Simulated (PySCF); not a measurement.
# Bonding in `N#CC#C[C@@H]1C=C[C@@H](F)[SiH2]1`

Compound: C7H6FNSi.
SMILES with atom numbers: `[N:1]#[C:2][C:3]#[C:4][C@@H:5]1[CH:6]=[CH:7][C@@H:8]([F:9])[SiH2:10]1` (hydrogens: H11 on C5; H12 on C6; H13 on C7; H14 on C8; H15, H16 on Si10)

Structure used (GFN2-xTB), in Å, numbered top down from 1:
```
atom  x, y, z in Å
N1     5.0649    0.2368    0.6652
C2     3.9555   -0.0343    0.5278
C3     2.6443   -0.3523    0.3631
C4     1.4823   -0.6586    0.2223
C5     0.0982   -0.9730    0.0353
C6    -0.4361   -0.2402   -1.1730
C7    -1.3357    0.7123   -1.0018
C8    -1.7872    1.0289    0.3925
F9    -3.1772    1.0260    0.4647
Si10  -1.0044   -0.3434    1.4971
H11    0.0170   -2.0545   -0.1183
H12   -0.0410   -0.5081   -2.1414
H13   -1.7735    1.2658   -1.8184
H14   -1.4959    2.0516    0.6636
H15   -0.2169    0.1908    2.6040
H16   -2.0019   -1.3388    1.8758
```

Bond orders from the PBE0/pcSseg-1 density (PySCF). Isolated species at its GFN2-xTB geometry (one conformer only).

(1) How far do the computed orders between heavy atoms stray from the drawn ones?

(2) Set the Mayer orders of the bonds beside their lengths.

Answers

(1) The largest departure is 0.867, at C3–C4 (drawn triple, 2.133). Drawn single, order above 1.12: C2–C3 (1.174). Drawn single, order below 0.88: C8–F9 (0.832), C8–Si10 (0.854) and Si10–C5 (0.797). Drawn double or triple, more than 0.30 short of the drawn order: C3–C4 (2.133).

(2) 
```
    bond  drawn as  length (Å)  Mayer order
   N1–C2    triple       1.150        2.882
   C2–C3    single       1.359        1.174
   C3–C4    triple       1.210        2.133
   C4–C5    single       1.432        1.015
   C5–C6    single       1.511        1.023
   C6–C7    double       1.321        1.868
   C7–C8    single       1.499        1.031
   C8–F9    single       1.392        0.832
 C8–Si10    single       1.928        0.854
 Si10–C5    single       1.936        0.797
  C5–H11    single       1.095        0.905
  C6–H12    single       1.080        0.962
  C7–H13    single       1.079        0.958
  C8–H14    single       1.097        0.923
Si10–H15    single       1.460        0.951
Si10–H16    single       1.459        0.965
```

Bonds between the same two heavy elements. C–C: lowest C4–C5 (1.015, 1.432 Å), highest C3–C4 (2.133, 1.210 Å). C–Si: lowest Si10–C5 (0.797, 1.936 Å), highest C8–Si10 (0.854, 1.928 Å).

Sum the orders of all bonds at each heavy atom with more than one neighbour and set the sums beside the valence in the SMILES.

C2 4.056 (drawn 4), C3 3.307 (drawn 4), C4 3.148 (drawn 4), C5 3.740 (drawn 4), C6 3.853 (drawn 4), C7 3.857 (drawn 4), C8 3.640 (drawn 4), Si10 3.567 (drawn 4). Orders between atoms that aren't bonded are not in these sums.

Mayer orders depend on the basis set.

The run behind these numbers computed NMR shieldings as well. Hardware: one thread of an Arm Neoverse V1, shared host with 32 logical CPUs at a one-minute load of 16. Cost: 50 s of wall time, 0.92 GiB resident at most.
